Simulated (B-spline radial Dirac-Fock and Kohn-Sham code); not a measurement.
Subshell cross sections of Nd⁴⁺, photon energy 484 eV

System: Nd⁴⁺ in the configuration [Xe] 4f2.

Model: the independent-particle Dirac-Slater model, thresholds from Dirac-Fock. Program: a B-spline atomic structure program. The asymmetry parameter β is from the dipole term alone. Kinetic energies are from the vacuum level. Open shells are spread statistically over j, without multiplet splitting.

```tsv
subshell	electrons	binding (eV)	kinetic (eV)	σ (kb)	β
4s	2	387.6	96.44	94.6	1.94
4p1/2	2	319.7	164.3	85.7	0.92
4p3/2	4	296.7	187.3	230	0.97
4d3/2	4	183.0	301.0	312	0.73
4d5/2	6	178.9	305.1	?	?
4f5/2	0.86	57.74	426.3	55.0	0.97
4f7/2	1.14	57.28	426.7	71.8	0.97
5s	2	93.17	390.8	23.9	1.96
5p1/2	2	70.87	413.1	19.8	1.42
5p3/2	4	67.03	417.0	47.2	1.39
```

**Question.** What are σ and β for 4d5/2?

**Answer.** σ = 475 kb, the largest of all subshells and 34 % of the total, and β = 0.84.

Run: 3.0 s of CPU time on 1 thread of Neoverse-V2 (shared host), peak memory 0.40 GiB.

Values without a named source are computed, but for edge energies of neutral atoms, which are taken from tables.
